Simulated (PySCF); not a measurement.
(1S)-2,2-difluorocyclopropan-1-ol (C3H4F2O), SMILES O[C@H]1CC1(F)F. Atoms are numbered in the order given.

```xyz
10

O      1.8282    -0.6106     0.3351
C      0.5935    -0.7829    -0.2642
C     -0.6702    -1.0073     0.6008
C     -0.4498     0.2631    -0.1300
F     -1.2323     0.6072    -1.1655
F     -0.1042     1.3650     0.5808
H      1.8880     0.3044     0.6455
H      0.6326    -1.3312    -1.2128
H     -1.4351    -1.6918     0.2248
H     -0.5237    -0.9834     1.6843
```

Geometry optimised at B3LYP-D3(BJ)/def2-SVP. The values are those of a single conformer.

Two levels are set side by side: PBE/pcSseg-1 (PySCF) and HF/pcSseg-1 (PySCF). GIAO shifts against CFCl3 (¹⁹F), H2O (¹⁷O), TMS (¹H), TMS (¹³C) at the same level; non-relativistic, no solvent, atoms listed together averaged. Differences are taken from unrounded values.

```tsv
quantity	HF
δ(¹⁷O) of O1 (ppm)	-2.0
δ(¹³C) of C2 (ppm)	45.9
δ(¹³C) of C3 (ppm)	20.1
δ(¹³C) of C4 (ppm)	102.5
δ(¹H) of H7 (ppm)	2.13
δ(¹H) of H8 (ppm)	3.81
```

Problem. What does PBE give, and how far is it from HF? (Estimate from the structure and the level; the computed values follow.)

Solution. 
```json
[
 {"quantity": "δ(¹⁷O) of O1 (ppm)", "PBE": "30.7", "PBE minus HF": "32.7"},
 {"quantity": "δ(¹³C) of C2 (ppm)", "PBE": "58.2", "PBE minus HF": "12.3"},
 {"quantity": "δ(¹³C) of C3 (ppm)", "PBE": "26.0", "PBE minus HF": "5.9"},
 {"quantity": "δ(¹³C) of C4 (ppm)", "PBE": "123.3", "PBE minus HF": "20.8"},
 {"quantity": "δ(¹H) of H7 (ppm)", "PBE": "1.45", "PBE minus HF": "-0.69"},
 {"quantity": "δ(¹H) of H8 (ppm)", "PBE": "4.00", "PBE minus HF": "0.19"}
]
```

Rough cost on one machine, each run with all the roots and properties that it gave: HF against PBE within a factor of 2.
